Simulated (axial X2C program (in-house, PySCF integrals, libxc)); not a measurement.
## Levels of CuF⁻ by electron attachment to CuF (EOM-EA-CCSD)

Computed with an in-house all-electron X2C program for linear molecules (integrals from PySCF): two-component X2C with atomic mean-field Coulomb and Gaunt terms, Gaussian nuclei, basis Cu dyall-acv3z, F dyall-av3z with contracted cores.

R = 2.010 Å (1.150 times 1.748 Å, the PBE0 minimum at charge 0 for the lowest determinant).

Levels of CuF⁻ obtained by attaching an electron to CuF:

```json
{"Ω": "1/2", "binding energy (eV)": "1.129", "above lowest (cm⁻¹)": "0", "attached spinor": "71% Cu sσ, 22% Cu pσ", "one-particle weight": "0.98"}
{"Ω": "1/2", "binding energy (eV)": "-0.330", "above lowest (cm⁻¹)": "11768", "attached spinor": "99% Cu pπ", "one-particle weight": "1.00"}
{"Ω": "3/2", "binding energy (eV)": "-0.331", "above lowest (cm⁻¹)": "11771", "attached spinor": "99% Cu pπ", "one-particle weight": "1.00"}
{"Ω": "1/2", "binding energy (eV)": "-0.344", "above lowest (cm⁻¹)": "11882", "attached spinor": "74% Cu pσ, 24% Cu sσ", "one-particle weight": "1.00"}
{"Ω": "1/2", "binding energy (eV)": "-0.814", "above lowest (cm⁻¹)": "15673", "attached spinor": "71% Cu sσ, 27% Cu pσ", "one-particle weight": "1.00"}
{"Ω": "3/2", "binding energy (eV)": "-1.306", "above lowest (cm⁻¹)": "19635", "attached spinor": "89% Cu pπ, 8% Cu dπ", "one-particle weight": "0.99"}
{"Ω": "1/2", "binding energy (eV)": "-1.309", "above lowest (cm⁻¹)": "19660", "attached spinor": "88% Cu pπ, 8% Cu dπ", "one-particle weight": "0.99"}
```

Negative binding energies belong to unbound states, resonances or levels that the basis set holds; within some tenths of an eV of zero the sign is not settled.

This point took 46 s on 1 thread of Arm Neoverse N1 (shared host).

Reference electrons by ω block (each with its −ω partner): 1/2: 13, 3/2: 5, 5/2: 1. 18 electrons of CuF correlated (inner shells frozen), 84 natural virtual spinors (a truncated set); levels can be off by some tenths of an eV. Roots sought by Ω: (1/2: 5, 3/2: 4, 5/2: 2, 7/2: 1); rows need 60 % one-particle weight and stop where some Ω has no more roots. Missing are any skipped roots, higher Ω and states of a further excitation; these come out far too high here and may in truth be low or lowest. T1 of the reference 0.034 (Lee–Taylor). Number of frozen shells: Cu 3 s, 2 p; F 1 s. Large amplitudes in the reference (orbital relaxation or multireference character) lower the reliability.
